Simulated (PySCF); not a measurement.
Si(OH)₃ + HF → SiOF + 2 H₂O

Level: PBE0 in the def2-TZVP basis family, all electrons, no relativity, computed in PySCF with density fitting; open shells unrestricted.

| species | state and structure | E (Eh) | ZPE (kJ/mol) | H(298 K) − H(0) (kJ/mol) | S° (J/(mol K)) |
| --- | --- | --- | --- | --- | --- |
| Si(OH)₃ | doublet, C3, O–H 0.959 Å (×3), Si–O 1.641 Å (×3); H–O–Si 117.0° (×3), O–Si–O 108.3° (×3) | -516.82191 | 110.2 | 18.6 | 313.8 |
| HF | singlet, C∞v, H–F 0.920 Å | -100.39188 | 24.9 | 8.7 | 173.6 |
| SiOF | doublet, Cs, Si–F 1.586 Å, Si–O 1.520 Å; F–Si–O 126.9° | -464.37237 | 14.2 | 11.2 | 265.3 |
| H₂O | singlet, C2v, O–H 0.960 Å (×2); H–O–H 105.1° | -76.37736 | 56.5 | 9.9 | 188.7 |

What is the electronic reaction energy?

At PBE0/def2-TZVP, ΔE = 227.6 kJ/mol from the differences of the total energies times 2625.5, uphill. 

Add zero-point, thermal and entropy terms for 298.15 K and 1 bar.

ΔZPE = -7.9 and Δ[H(298) − H(0)] = 3.7 kJ/mol give ΔH° = 223.4 kJ/mol. ΔS° = 155.3 J/(mol K), so ΔG° = 223.4 − 298.15 × (0.1553) = 177 kJ/mol. ΔG° would change sign near 1440 K if ΔH° and ΔS° stayed fixed.

The structures come from searches over a few start shapes, so lower isomers are not excluded.
